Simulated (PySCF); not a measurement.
# Radial density of Cu⁻ (copper, charge -1)

MN15, [Ar] 3d10 4s2, closed-shell 1S. Computed with PySCF 2.14 in aug-cc-pwCVDZ-PP with ECP10MDF, with a scalar-relativistic core potential. This is the valence pseudo-density: the core potential removes the inner electrons and smooths the orbitals near the nucleus.

```
r (bohr)  4πr²ρ (e/bohr)
 0.00676       1.314e-05
  0.0114       3.708e-05
  0.0191       0.0001110
  0.0322       0.0005012
  0.0541        0.005305
  0.0911         0.07417
   0.153          0.7389
   0.258           4.502
   0.433           16.74
   0.729           20.21
    1.23           7.004
    2.06           1.581
    3.47          0.5833
    5.84          0.1829
    9.82         0.02386
    16.5       0.0001254
```

Energies and moments cover only the electrons outside the core potential.
